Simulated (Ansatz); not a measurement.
Consider the substitution at a C–C bond: `CC(=S)O[SiH2]O` + `C[SiH2]SS` → `C[SiH2]SSC` + `O[SiH2]OC=S`.

Program: Ansatz. Geometries: PBE0-D4/def2-TZVP. ΔE: electronic, gas phase. CCSD(T)/CBS is the MP2 limit (def2-TZVPP, def2-QZVPP) plus CCSD(T) − MP2 in def2-TZVPP, frozen cores. DFT in def2-TZVPP. B3LYP here is the variant with VWN-RPA as its local correlation; programs differ in this. Each species was taken in one conformer, which may not be the lowest.

| level | ΔE (kJ/mol) |
| --- | --- |
| PBE-D4 | 13.2 |
| B3LYP-D4 | 15.7 |

What does CCSD(T)/CBS give? (Best estimate.)

Computed: +16.2 kJ/mol. The listed levels differ from it by -3.0, -0.5 kJ/mol.

Largest T1 diagnostic among the species: 0.016.

From PBE to PBE0 (25 % exact exchange), in def2-TZVPP and without D4, ΔE moves by +4.0 kJ/mol.
